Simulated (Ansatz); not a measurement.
`[NH2][GaH][AsH2]` + NH₃ → `N[AsH2]` + `[NH2][GaH2]` at 500 K and 1 bar (cleavage of the As–Ga bond).

Program: Ansatz. Geometries: PBE0-D4/def2-TZVP. ΔE: electronic, gas phase. CCSD(T)/CBS is the MP2 limit (def2-TZVPP, def2-QZVPP) plus CCSD(T) − MP2 in def2-TZVPP, frozen cores. This one scheme is used for every species. For As, Ga outer-core shells are correlated without core-valence functions, which leaves a few kJ/mol of doubt a bond. Scalar relativity is left out up to krypton. One conformer a species, not always the lowest.

```json
{"species": "`[NH2][GaH][AsH2]`", "CCSD(T)/CBS energy (Eh)": "-4216.68718", "H − E (kJ/mol)": "167.9", "S (J/(mol·K))": "399.4"}
{"species": "NH₃", "CCSD(T)/CBS energy (Eh)": "-56.50880", "H − E (kJ/mol)": "108.2", "S (J/(mol·K))": "211.8"}
{"species": "`N[AsH2]`", "CCSD(T)/CBS energy (Eh)": "-2292.09958", "H − E (kJ/mol)": "135.7", "S (J/(mol·K))": "301.1"}
{"species": "`[NH2][GaH2]`", "CCSD(T)/CBS energy (Eh)": "-1981.05479", "H − E (kJ/mol)": "130.3", "S (J/(mol·K))": "302.1"}
```

H − E and S are ideal-gas, rigid-rotor, harmonic terms from PBE0-D4/def2-TZVP, for one conformer and one mirror image of each species. 1 Eh = 2625.50 kJ/mol, R = 8.31446 J/(mol·K).

Problem. By hand: ΔE, ΔH, ΔS and ΔG.

Solution. ΔE = (-2292.09958) + (-1981.05479) − (-4216.68718) − (-56.50880) = 0.04161 Eh = 109.2 kJ/mol. Δ(H − E) = 135.7 + 130.3 − 167.9 − 108.2 = -10.1, so ΔH = 99.1 kJ/mol. ΔS = 301.1 + 302.1 − 399.4 − 211.8 = -8.0 J/(mol·K). ΔG = 99.1 − 500 × (-8.0)/1000 = 103.1 kJ/mol.

Problem. By hand: the equilibrium constant, and the temperature at which ΔG would vanish if ΔH and ΔS stayed fixed.

Solution. log₁₀ K = −ΔG/(RT ln 10) = -10.8. ΔH and −TΔS have one sign here, so there is no such temperature.

The number of gas molecules stays the same, so ΔS is small and ΔH decides. A doubt of 5 kJ/mol in ΔE shifts log₁₀ K by 0.5 here. Other conformers and mirror images would add mixing entropy, several J/(mol·K) or more a flexible species. These are equilibria of isolated gas molecules and say nothing of rates. Largest T1 diagnostic: 0.014 (customary marks: 0.02 for closed shells, 0.045 for open ones).

ΔS is within the doubt of such terms, so its sign, and with it that verdict, could turn.
